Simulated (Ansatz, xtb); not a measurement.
**Relative energy of two structures of CH3ClSn**

Structure X is `[CH3][Sn][Cl]`, a triplet and structure Y is a singlet given by its coordinates. Both are isolated molecules in the gas phase, relaxed with PBE0-D3(BJ)/def2-SVP.

X (Å):

```xyz
6

C    -1.7046    2.5228    2.7432
Cl   -3.8767   -0.3777    1.5347
Sn   -1.8862    0.2924    2.6729
H    -0.7756    2.7464    3.2806
H    -1.6723    2.8526    1.6981
H    -2.5929    2.8770    3.2796
```

Y (Å):

```yaml
atoms:
  - { symbol: C, position_ang: [-1.5278, 1.9366, 2.1713] }
  - { symbol: Cl, position_ang: [-2.5861, 3.4244, 2.2475] }
  - { symbol: Sn, position_ang: [-3.4133, 0.7667, 2.4338] }
  - { symbol: H, position_ang: [-0.8022, 2.0092, 2.9895] }
  - { symbol: H, position_ang: [-1.0382, 1.9425, 1.1902] }
  - { symbol: H, position_ang: [-3.2507, 0.9035, 4.2041] }
```

Close contacts (Å): C1–Cl2 1.83, C1–Sn3 2.23, Cl2–Sn3 2.79, C1–H4 1.10, C1–H5 1.10, Sn3–H6 1.78.

**Question.** Estimate which is lower in electronic energy at CCSD(T)/def2-TZVPP, and by roughly how much.

**Answer.** The CCSD(T)/def2-TZVPP calculation puts structure X lower, by 5.6 kcal/mol.

Level by level:

```
               level              geometry  E(Y) − E(X) (kcal/mol)  departure from the last row (kcal/mol)  job, with rough time for the two
PBE0-D3(BJ)/def2-SVP  PBE0-D3(BJ)/def2-SVP                      +7.7                                    +2.1                optimisation, 70 s
       HF/def2-TZVPP  PBE0-D3(BJ)/def2-SVP                     +25.1                                   +19.4           part of the CCSD(T) run
      MP2/def2-TZVPP  PBE0-D3(BJ)/def2-SVP                      +5.1                                    −0.6           part of the CCSD(T) run
  CCSD(T)/def2-TZVPP  PBE0-D3(BJ)/def2-SVP                      +5.6                                                     single point, 5.2 min
```

None of the levels shown reverses the order. The largest departure from CCSD(T)/def2-TZVPP is that of HF/def2-TZVPP, 19.4 kcal/mol. A small imaginary or near-zero mode remains, so no thermal terms are given. At CCSD(T)/def2-TZVPP a singlet with the links of X lies below this triplet. Levels run at GFN2-xTB geometries aren't shown.

Open shells are spin-unrestricted. The correlated steps freeze 10 core orbitals; the filled d shell of Sn is correlated, in a basis made for valence electrons. Atoms past krypton carry core potentials in the def2 sets and no spin–orbit term is included. Programs: Ansatz 0.2.0; the last row on 2 threads of Intel(R) Xeon(R) Processor @ 2.50GHz (Skylake/Cascade Lake) on a shared host.
